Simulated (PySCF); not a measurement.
Fill in the blanks.

Species: C₈H₁₃ (doublet state).
InChI=1S/C8H13/c1-2-8-6-4-3-5-7-8/h3,6H,2,4-5,7H2,1H3

```tsv
property	level	value
point group	PBE0-D3(BJ)/def2-SVP	?
rotational constants A, B, C	PBE0-D3(BJ)/def2-SVP	?
dipole moment	PBE0-D3(BJ)/def2-SVP	?
isotropic g value	unrestricted B3LYP/IGLO-III on C, pcH-1 on H, mean-field spin–orbit	2.00261
spin squared ⟨S²⟩	unrestricted B3LYP/IGLO-III on C, pcH-1 on H	?
largest isotropic hyperfine couplings (means over sets of like nuclei)	unrestricted B3LYP/IGLO-III on C, pcH-1 on H	?
```

Gas-phase values; electronic properties from PySCF, density fitting. One conformer (not necessarily the lowest) at the PBE0-D3(BJ)/def2-SVP geometry, without solvent or vibrations. Couplings of like nuclei are plain means over topologically equivalent atoms, as if these changed places fast (by rotation of a methyl-like group, say); in this geometry the members of some sets differ.

What is the spin squared ⟨S²⟩?

0.754.

The dipole moment?

0.18 D.

What is the point group?

C1.

What are the rotational constants A, B, C?

3.958, 1.377, 1.125 GHz.

What are the largest isotropic hyperfine couplings (means over sets of like nuclei)?

13C +99.5, 1H +97.2 (×2), 1H +81.3 (×2), 1H -60.2, 13C +32.1 MHz.

At 9.50 GHz, hν = g·μB·B₀ (B₀ the magnetic field) puts the centre of the isotropic spectrum, to first order, at 338.9 mT. The rotational constants make it an asymmetric top with κ = (2B − A − C)/(A − C) = -0.82, nearer the prolate limit (−1). With B = h/(8π²I), that is 505.379 GHz u Å² over I, the principal moments of inertia are 127.7, 367.1 and 449.2 u Å² (most abundant isotopes). In atomic units the dipole is 0.07 e·bohr (1 au = 2.5417 D). ⟨S²⟩ is 0.004 above the pure-spin value S(S + 1) = 0.75. g_iso is shifted by about +290 ppm from the free-electron value 2.002319.
